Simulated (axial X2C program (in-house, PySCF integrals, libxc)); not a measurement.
**Nuclear properties of TeH**

Calculated with an axial X2C code built on PySCF integrals: two-component X2C with atomic mean-field Coulomb and Gaunt terms, Gaussian nuclei, basis Te dyall-cv3z, H dyall-v3z with contracted cores.

R = 1.664 Å (near the PBE0 minimum at charge 0 of the determinant lowest at the starting distance; the state shown can have its own minimum elsewhere).

Input and command:
```json
{"zs": [52, 1], "q": 0, "bas": ["dyall-cv3z", "dyall-v3z"], "r0": 1.68, "levels": ["PBE0", "HF", "BP86", "BHandHLYP", "PBE50"], "nst": 3}
```
```bash
python soeom.py task.json out
```

Keys: zs atomic numbers; q charge; bas basis sets; r0 starting distance in Å; levels methods; nst determinants followed.

Determinant lowest in the PBE0 search, Ω = 3/2 (⟨Sz⟩ = 0.50, ⟨Lz⟩ = 1.00 at PBE0), spin on the atoms Te 0.52, H -0.02:

```
    level  Eeff magnitude (GV/cm)  Ws magnitude Te (kHz)  A∥/gI Te (MHz)  qzz Te (a.u.)  A∥/gI H (MHz)  qzz H (a.u.)  μ (D)
     PBE0                    1.31                  0.488             580           3.88         -0.132          0.14   0.14
       HF                     2.8                   1.08             573           4.11          -1.47          0.14   0.18
     BP86                   0.919                  0.335             600           3.86           0.25          0.14   0.10
BHandHLYP                    1.46                  0.555             604           4.15        -0.0611          0.14   0.12
    PBE50                    1.67                  0.632             585           3.96         -0.303          0.14   0.18
```

Determinant 0.49 eV from it at PBE0 and this distance, Ω = 1/2 (⟨Sz⟩ = -0.49, ⟨Lz⟩ = 0.99 at PBE0), spin on the atoms Te -0.52, H 0.03:

```json
{"level": "PBE0", "Eeff magnitude (GV/cm)": "2.18", "Ws magnitude Te (kHz)": "2.6", "A∥/gI Te (MHz)": "3950", "qzz Te (a.u.)": "2.95", "A∥/gI H (MHz)": "16.5", "qzz H (a.u.)": "0.14", "μ (D)": "0.18"}
{"level": "HF", "Eeff magnitude (GV/cm)": "1.4", "Ws magnitude Te (kHz)": "1.66", "A∥/gI Te (MHz)": "3640", "qzz Te (a.u.)": "3.17", "A∥/gI H (MHz)": "21.1", "qzz H (a.u.)": "0.14", "μ (D)": "0.23"}
{"level": "BP86", "Eeff magnitude (GV/cm)": "2.41", "Ws magnitude Te (kHz)": "2.88", "A∥/gI Te (MHz)": "3980", "qzz Te (a.u.)": "2.93", "A∥/gI H (MHz)": "15.3", "qzz H (a.u.)": "0.14", "μ (D)": "0.15"}
{"level": "BHandHLYP", "Eeff magnitude (GV/cm)": "2.34", "Ws magnitude Te (kHz)": "2.79", "A∥/gI Te (MHz)": "3860", "qzz Te (a.u.)": "3.20", "A∥/gI H (MHz)": "16.7", "qzz H (a.u.)": "0.14", "μ (D)": "0.16"}
{"level": "PBE50", "Eeff magnitude (GV/cm)": "2.05", "Ws magnitude Te (kHz)": "2.45", "A∥/gI Te (MHz)": "3890", "qzz Te (a.u.)": "3.02", "A∥/gI H (MHz)": "17.1", "qzz H (a.u.)": "0.14", "μ (D)": "0.22"}
```

Eeff is the effective electric field on the electron electric dipole moment in this Ω state and Ws the scalar–pseudoscalar constant of the nucleus named (defined with the proton number Z and per Ω); A∥ (defined per Ω) follows by multiplying with gI = μI/(I μN); qzz is the electric field gradient, eQq0 = 234.96 MHz × Q/barn × qzz; μ is positive if the H end (last atom) is positive. The operators were transformed with the bare-nucleus X2C matrices; with these basis sets, hyperfine constants and field gradients can be off by tens of per cent, and where levels differ in sign neither size nor sign is settled.

Task: With gI(125Te) = -1.7770 (g factors from the IAEA table of nuclear moments by Stone), turn the PBE0 values of the first state into constants in MHz.

Result: A∥(125Te) = 580 × -1.7770 = -1030 MHz.

Each state is one determinant with collinear spin. Unrestricted Hartree–Fock can overshoot spin polarisation at the nuclei. Where Eeff spreads by more than a factor of two the levels disagree and none is to be relied on. The search compared states at one distance, so a state with another bond length can lie lower. Where a field gradient or hyperfine factor spreads by more than a factor of two over the levels, a constant derived from it is not to be relied on. PBE0 term energies can be off by some tenths of an eV.
